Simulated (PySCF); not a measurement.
Compound: C8H9BS.
Cartesian coordinates in Å at the PBE0-D3(BJ)/def2-SVP level; atoms count from 1:
```xyz
19
C8H9BS angstrom
C      3.072   -0.118    0.616
C      2.081   -0.508   -0.428
S      2.506   -1.169   -1.861
B      0.535   -0.222   -0.256
C      0.093    1.237   -0.102
C     -1.179    1.734    0.029
C     -2.419    1.039    0.088
C     -2.682   -0.306    0.010
C     -1.796   -1.406   -0.163
C     -0.430   -1.408   -0.291
H      2.851   -0.652    1.556
H      4.105   -0.329    0.307
H      2.966    0.956    0.852
H      0.873    2.010   -0.108
H     -1.281    2.824    0.117
H     -3.297    1.681    0.216
H     -3.740   -0.579    0.086
H     -2.302   -2.378   -0.206
H      0.014   -2.399   -0.443
```

Level: PBE0/pcSseg-1 in PySCF, non-relativistic, on one gas-phase PBE0-D3(BJ)/def2-SVP geometry that isn't relaxed in the solvent. The solvent is an IEF-PCM continuum (Bondi radii, 1.10 Å for H, scaled by 1.2). Only the electrostatic response of the medium enters.

| run | E − E(gas) (kcal/mol) | HOMO (eV) | HOMO–LUMO gap (eV) | dipole (D) |
| --- | --- | --- | --- | --- |
| gas | 0.00 | -5.91 | 3.73 | 3.77 |
| P | -4.12 | -6.12 | 3.90 | 5.03 |
| Q | -2.18 | -6.01 | 3.84 | 4.44 |

Question: The runs were made in chloroform and cyclohexane. Which run belongs to which solvent?

Answer: P = chloroform, Q = cyclohexane. The dielectric constants are 2.017 (cyclohexane), 4.711 (chloroform), and the energy falls further as ε rises. In this model the ground state sees the solvent through ε alone.

Question: How constant is the ratio of the lowering to (ε − 1)/(2ε + 1)?

Answer: 
```
    solvent  (ε − 1)/(2ε + 1)  E − E(gas) (kcal/mol)  ratio (kcal/mol)  polarisation term (kcal/mol)
cyclohexane             0.202                  -2.18             -10.8                         -2.40
 chloroform             0.356                  -4.12             -11.6                         -4.90
```

The ratio changes by +7.3 % in size from cyclohexane to chloroform. The polarisation term is half the interaction of the solute with the induced surface charges.

Time: 95 s of wall time; peak memory 1.2 GiB. Hardware: an Arm Neoverse N1 with one thread (shared host). This is the whole shielding run at PBE0/pcSseg-1 in chloroform, SCF included.
